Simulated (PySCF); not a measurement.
Molecule: SMILES C(/C)([SiH3])=C\F, C3H7FSi.

Numbering as in the mapped SMILES `[CH3:1]/[C:2]([SiH3:3])=[CH:4]/[F:5]`; H(Xn) means a hydrogen on atom n.

Geometry PBE0-D3(BJ)/def2-SVP throughout; GIAO in PySCF 2.14, gas phase, one conformer, non-relativistic; equivalent atoms averaged; functional PBE0.

(1) How do the absolute shieldings σ depend on the basis set? (ppm; last column core-seconds on shared hosts with different chips, so compare them loosely)

(2) Which nucleus moves most, in ppm?

(3) Taking the largest basis, pcSseg-2 (285 functions), as the yardstick, rank the others by their worst heavy-atom deviation.

## Answers

(1) 
```
    basis set  functions     C4     C2     C1    Si3     F5  H(C4)  H(Si3)  H(C1)  core-s
       STO-3G         36  110.4  141.2  211.0  586.4  306.6  26.99   30.59  31.33       2
        6-31G         63   48.5   93.1  180.4  495.4  279.9  25.43   28.57  30.78     3.8
     pcSseg-0         63   22.1   80.7  172.5  459.6  267.4  25.70   28.57  30.99     4.3
       6-31G*         88   44.0   94.9  176.7  462.9  288.7  25.19   27.59  30.37     4.9
     def2-SVP        109   39.7   89.7  177.3  483.6  289.3  24.76   27.18  29.84     5.8
      cc-pVDZ        109   42.6   90.5  178.9  488.1  285.9  24.51   27.18  29.71     8.8
     pcSseg-1        127   20.1   73.6  166.6  428.8  272.3  24.30   27.09  29.54     9.2
  aug-cc-pVDZ        182   40.7   87.7  178.6  486.6  291.8  24.16   27.14  29.58      18
6-311+G(2d,p)        185   24.5   75.3  169.8  421.3  278.5  24.41   27.11  29.81      13
    def2-TZVP        203   22.5   75.3  169.2  409.2  276.5  24.39   27.06  29.76      15
      cc-pVTZ        252   24.2   77.2  169.8  430.2  278.2  24.26   27.11  29.56      28
     IGLO-III        254   16.6   68.4  166.3  423.9  275.3  24.24   27.06  29.61      27
     pcSseg-2        285   15.7   68.4  166.1  419.0  274.1  24.15   27.05  29.48      30
```

(2) Si3 (silicon bonded to C, 3 H): from 409.2 ppm with def2-TZVP to 586.4 ppm with STO-3G. The smallest spread is 1.85 ppm, at H(C1). Proton shifts span only some 12 ppm, so a few tenths of a ppm matter as much there as several ppm in carbon.

(3) IGLO-III 5.0 ppm (254 functions), 6-311+G(2d,p) 8.8 ppm (185 functions), def2-TZVP 9.7 ppm (203 functions), pcSseg-1 9.8 ppm (127 functions), cc-pVTZ 11.2 ppm (252 functions), pcSseg-0 40.6 ppm (63 functions), 6-31G* 43.9 ppm (88 functions), def2-SVP 64.6 ppm (109 functions), aug-cc-pVDZ 67.7 ppm (182 functions), cc-pVDZ 69.1 ppm (109 functions), 6-31G 76.4 ppm (63 functions), STO-3G 167.4 ppm (36 functions).

A small basis that lands close on one nucleus may do so by chance; judge by the trend and by all nuclei.
